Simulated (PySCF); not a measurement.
Calculation: B3LYP-D3(BJ)/def2-TZVP // PBE0-D3(BJ)/def2-TZVP run with PySCF. All species are isolated molecules in the gas phase. B3LYP has the VWN-RPA correlation part, as in Gaussian. 

Reference species (SMILES): `BF` (neutral, multiplicity 1).

```json
{
  "HOMO–LUMO gap": "7.70 eV",
  "HOMO": "-9.14 eV"
}
```

Changed species: `B` (whole molecule; the reference has whole molecule).

### Question
What does the change do to the HOMO–LUMO gap and HOMO?

### Answer
the HOMO–LUMO gap decreases by 0.19 eV, to 7.51 eV; the HOMO drops by 0.59 eV, to -9.73 eV.
